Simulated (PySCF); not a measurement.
**Computed NMR parameters against published values**

Molfile (atoms numbered from 1):
```
C7H7NO
     RDKit          3D

 16 16  0  0  0  0  0  0  0  0999 V2000
   -2.3979    0.6231   -0.5677 C   0  0  0  0  0  0  0  0  0  0  0  0
   -1.5822   -0.5008    0.0144 C   0  0  0  0  0  0  0  0  0  0  0  0
   -2.0932   -1.5311    0.3886 O   0  0  0  0  0  0  0  0  0  0  0  0
   -0.0938   -0.3180    0.1253 C   0  0  0  0  0  0  0  0  0  0  0  0
    0.6670   -1.3641    0.6537 C   0  0  0  0  0  0  0  0  0  0  0  0
    2.0448   -1.2017    0.7612 C   0  0  0  0  0  0  0  0  0  0  0  0
    2.6851   -0.0949    0.3863 N   0  0  0  0  0  0  0  0  0  0  0  0
    1.9611    0.8999   -0.1165 C   0  0  0  0  0  0  0  0  0  0  0  0
    0.5752    0.8431   -0.2696 C   0  0  0  0  0  0  0  0  0  0  0  0
   -3.4534    0.3274   -0.5803 H   0  0  0  0  0  0  0  0  0  0  0  0
   -2.0678    0.8555   -1.5922 H   0  0  0  0  0  0  0  0  0  0  0  0
   -2.2798    1.5408    0.0293 H   0  0  0  0  0  0  0  0  0  0  0  0
    0.1643   -2.2806    0.9686 H   0  0  0  0  0  0  0  0  0  0  0  0
    2.6639   -2.0074    1.1717 H   0  0  0  0  0  0  0  0  0  0  0  0
    2.5091    1.7999   -0.4181 H   0  0  0  0  0  0  0  0  0  0  0  0
    0.0420    1.6976   -0.6900 H   0  0  0  0  0  0  0  0  0  0  0  0
  1  2  1  0
  2  3  2  0
  2  4  1  0
  4  5  2  0
  5  6  1  0
  6  7  2  0
  7  8  1  0
  8  9  2  0
  9  4  1  0
  1 10  1  0
  1 11  1  0
  1 12  1  0
  5 13  1  0
  6 14  1  0
  8 15  1  0
  9 16  1  0
M  END
```

Published estimates (parent shift plus substituent increments) and measurements: δ 13C C6/C8 151.4; C4 142.5; C5/C9 121.0; δ 1H H14/H15 8.80; H13/H16 7.75 ppm (estimated from measurements, as parent shift plus tabulated substituent increment; solution, not stated per compound (mostly CDCl3 or CCl4); Pretsch, Buehlmann, Badertscher, Structure Determination of Organic Compounds, 4th ed. (2009)).

[PySCF: structure optimised with PBE0-D3(BJ)/def2-SVP; GIAO PBE/pcSseg-1 shieldings; in vacuum; one conformer; non-relativistic Hamiltonian; equivalent nuclei averaged]

(1) How close does the calculation come?

(2) How far are the unscaled 13C shifts from the references?

(3) How far are the unscaled 1H shifts from the references?

Answers

(1) 
Reference values: estimated from measurements, as parent shift plus tabulated substituent increment (solution, not stated per compound (mostly CDCl3 or CCl4); Pretsch, Buehlmann, Badertscher, Structure Determination of Organic Compounds, 4th ed. (2009)).
```tsv
atoms	quantity	reference	computed	computed, scaled
C6/C8	δ 13C	151.4	155.1	152.7
C4	δ 13C	142.5	140.3	138.0
C5/C9	δ 13C	121.0	122.8	120.6
H14/H15	δ 1H	8.80	8.99	–
H13/H16	δ 1H	7.75	7.51	–
```

Computed shifts are σ(ref) − σ with the named reference compound (TMS for H and C) calculated as an isolated molecule at the same level. The measured values may be among those fitted. Empirical linear scaling, fitted to shifts measured mostly in CDCl3 for H and C (δ vs TMS): 13C (scatter 1.8 ppm rms, 2.0 ppm with the 1 outlier that the fit left out). A few per cent of atoms miss by over 2 rms, more outside the fitted compound classes.

(2) Mean signed difference +1.10 ppm, mean absolute 2.57 ppm over 3 comparisons; the largest is +3.7 ppm at C6/C8 (aromatic CH next to a ring nitrogen).

(3) Mean signed difference -0.03 ppm, mean absolute 0.21 ppm over 2 comparisons; the largest is -0.24 ppm at H13/H16 (hydrogen on an aromatic CH).

5 of the 10 published NMR values on file for this molecule are compared.
